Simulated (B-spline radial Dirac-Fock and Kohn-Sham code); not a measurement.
## The Nb-like isoelectronic sequence (41 electrons), Z = 53 to 64

The computed values come from a radial B-spline solver: Dirac-Fock (average of configuration) total-energy differences with a finite nucleus, the Breit interaction including its frequency dependence, and self-energy and vacuum-polarisation corrections. Binding energies in eV, tabulated ground configurations ([Kr] 4d5 throughout). The model has no electron correlation.

```csv
ion,2s,3p1/2,4p1/2,4p3/2,outermost level,NIST ionisation energy
I¹²⁺,5459.9,1191.5,374.3,361.8,277.0 (4d),279 ± 3
Xe¹³⁺,5745.2,1282.6,415.4,401.4,312.4 (4d),314 ± 3
Cs¹⁴⁺,6039.4,1377.3,458.4,442.7,349.5 (4d),352 ± 3
Ba¹⁵⁺,6342.5,1475.7,503.4,485.9,388.4 (4d),390 ± 3
La¹⁶⁺,?,?,?,?,?,?
Ce¹⁷⁺,6975.8,1683.4,599.3,577.6,471.5 (4d),472 ± 3
Pr¹⁸⁺,7306.2,1792.8,650.1,626.1,515.8 (4d),516 ± 3
Nd¹⁹⁺,7646.0,1906.0,703.0,676.4,561.8 (4d),562 ± 4
Pm²⁰⁺,7995.2,2022.8,757.8,728.5,609.6 (4d),609 ± 4
Sm²¹⁺,8353.9,2143.5,814.6,782.4,659.1 (4d),658 ± 4
Eu²²⁺,8722.4,2268.0,873.4,838.1,710.4 (4d),709 ± 4
Gd²³⁺,9100.6,2396.4,934.2,895.6,763.4 (4d),761 ± 4
```

Q: Fill in the row of La¹⁶⁺.

A: 2s 6654.6, 3p1/2 1577.7, 4p1/2 550.4, 4p3/2 530.8, outermost 429.1 (4d), NIST 431 ± 3 eV.

NIST's values are for the lowest levels; a dash marks a value that is missing or belongs to another shell. Their kind here: theoretical. Where a p, d or f shell is open in either ion the computed value averages over both j values and all terms, while the table refers to the lowest levels; that difference holds spin-orbit splitting (largest in heavy or highly charged ions), term energies where several electrons share open shells, and correlation, and it can reach 10 % or more.
